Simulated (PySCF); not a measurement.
```xyz
5
charge 0 multiplicity 1, angstrom
Ge    0.0000    0.0000    0.0000
Cl   -1.2274   -1.2274   -1.2274
Cl    1.2274    1.2274   -1.2274
Cl   -1.2274    1.2274    1.2274
Cl    1.2274   -1.2274    1.2274
```

Level of theory: PySCF, PBE0, basis Ge def2-SVP, Cl def2-SVP (no relativity, density fitting).

This geometry of GeCl4 is a stationary point at this level.

Question: What is the point group?

Answer: Td.

Question: Is it a minimum?

Answer: Yes: all harmonic wavenumbers are real.

Question: List the harmonic modes with their infrared intensities.

Answer: 
```tsv
symmetry	ω (cm⁻¹)	IR (km/mol, summed over degenerate members)
e	124	0.0
t2	168	27.8
a1	394	0.0
t2	468	251
```

Question: Give the atomic charges and bond orders.

Answer: 
```csv
atom,Mulliken,Löwdin,polar tensor,Mayer order to Ge1
Ge1,0.74,-0.19,2.01,–
"Cl2,3,4,5",-0.19,0.05,-0.50,1.09
```

Question: What is the atomisation energy, with and without zero-point energy?

Answer: 1380 kJ/mol without, 1365 kJ/mol with.

In Td the vibrations span e + 2t2 + a1. The a1, e modes carry no infrared intensity, as symmetry demands.
